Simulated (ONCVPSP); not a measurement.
## Re (Z = 75): one change to an ONCV potential, before and after

ONCVPSP 4.0.1 input, shortened (lines: element, Z, core and valence counts, functional; n l f; lmax; l rc ep ncon nbas qcut; lloc lpopt rc5 dvloc0; l nproj debl; icmod fcfact rcfact), LDA (Perdew-Wang 92), fully relativistic:

```
  Re 75.00   10    4  -001012      upf
    1    0    2.00
    2    0    2.00
    2    1    6.00
    3    0    2.00
    3    1    6.00
    3    2   10.00
    4    0    2.00
    4    1    6.00
    4    2   10.00
    4    3   14.00
    5    0    2.00
    5    1    6.00
    5    2    5.00
    6    0    1.50
    2
    0    1.80    0.00    3    7    6.60
    1    1.30    0.00    4    7    7.20
    2    2.15    0.00    4    8    5.90
    4    5    0.90    2.00
    0    2    3.10
    1    2    2.10
    2    2    1.70
    1    0.75    0.00
```

Open shells are filled in proportion to 2j + 1.

Change: s: qcut 10.

Cutoffs: the cutoffs (Ha) at which the residual kinetic energy of the hardest occupied pseudo-wave falls to 1 and 0.1 mHa per electron; they do not see the model core or the augmentation charge, which bear on the density cutoff. Errors are all-electron minus pseudo energies relative to the spin-unpolarised reference configuration.

Problem. What does the change do?

Solution. The potential gets neither clearly harder nor softer (45 Ha and 85 Ha → 45 Ha and 85 Ha); both files keep a bound ghost (d, s); of the 4 tests that both files solve, the error grows in 0 and shrinks in 2 by more than 15 % and 0.3 meV (median size 0.4 → 0.2 meV).

| quantity | base | changed |
| --- | --- | --- |
| cutoff, loose | 45 Ha | 45 Ha |
| cutoff, tight | 85 Ha | 85 Ha |
| loose cutoff by channel | s 14 Ha, p 45 Ha, d 14 Ha | s 26 Ha, p 45 Ha, d 14 Ha |
| bound ghosts | s, d3/2 | s, d3/2 |
| GHOST(+) flags under 300 eV | p3/2 at 215.7 eV, p1/2 at 292.3 eV | p3/2 at 215.7 eV, p1/2 at 292.3 eV |
| error for 5s2 5p6 5d5 6s2, meV [ΔE -3.90 eV] | -0.4 | -0.2 |
| error for 5s2 5p6 5d5 6s1, meV [ΔE 5.61 eV] | -0.3 | -0.2 |
| error for 5s2 5p6 5d5 6s0, meV [ΔE 22.28 eV] | -5.9 | -3.0 |
| error for 5s2 5p6 5d5 6s1 6p1, meV [ΔE 0.92 eV] | -0.4 | -0.1 |
| s: phases at 1.83 bohr within 0.05 rad from the reference energy up to (Ha; the scan ends near 5) | to the end of the scan | to the end of the scan |
| p3/2: phases at 1.32 bohr within 0.05 rad from the reference energy up to (Ha; the scan ends near 5) | to the end of the scan | to the end of the scan |
| p1/2: phases at 1.32 bohr within 0.05 rad from the reference energy up to (Ha; the scan ends near 5) | to the end of the scan | to the end of the scan |
| d5/2: phases at 2.18 bohr within 0.05 rad from the reference energy up to (Ha; the scan ends near 5) | to the end of the scan | to the end of the scan |
| d3/2: phases at 2.18 bohr within 0.05 rad from the reference energy up to (Ha; the scan ends near 5) | to the end of the scan | to the end of the scan |
| rms error of d²Exc/dni dnj with the model core, mHa | 2.10 | 2.58 |

 A true bound ghost makes a file unfit for plane-wave use even where its test errors are small: the radial tests pick states by their node count and pass the ghost by.
